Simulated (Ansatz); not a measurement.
Reaction (formal exchange of groups at the Al–C bond): `C=[C](Cl)[AlH][CH3]` + `[SnH4]` → `[CH3][AlH][SnH3]` + `C=CCl`

Program: Ansatz. Geometries: PBE0-D4/def2-TZVP. ΔE: electronic, gas phase. CCSD(T)/CBS adds triple-zeta CCSD(T) − MP2 to the extrapolated MP2 energy (def2 sets, frozen cores). This one scheme is used for every species. Elements past krypton have def2 core potentials. For Sn outer-core shells are correlated without core-valence functions, which leaves a few kJ/mol of doubt a bond. Each species was taken in one conformer, which may not be the lowest.

| species | CCSD(T)/CBS(def2) energy (Eh) |
| --- | --- |
| `C=[C](Cl)[AlH][CH3]` | -819.54173 |
| `[SnH4]` | -216.39156 |
| `[CH3][AlH][SnH3]` | -498.28684 |
| `C=CCl` | -537.65823 |

(1) Work out ΔE.

Largest T1 diagnostic among the species: 0.013.

## Answers

(1) ΔE = (-498.28684) + (-537.65823) − (-819.54173) − (-216.39156) = -0.01178 Eh = -30.9 kJ/mol.

The D4 term adds +5.1 kJ/mol with B3LYP and +2.7 kJ/mol with PBE0; it sums over pairs of atoms, weighted by their polarisabilities, and B3LYP, whose exchange is more repulsive, gets the larger term.

B3LYP here is the variant with VWN-RPA as its local correlation; programs differ in this.
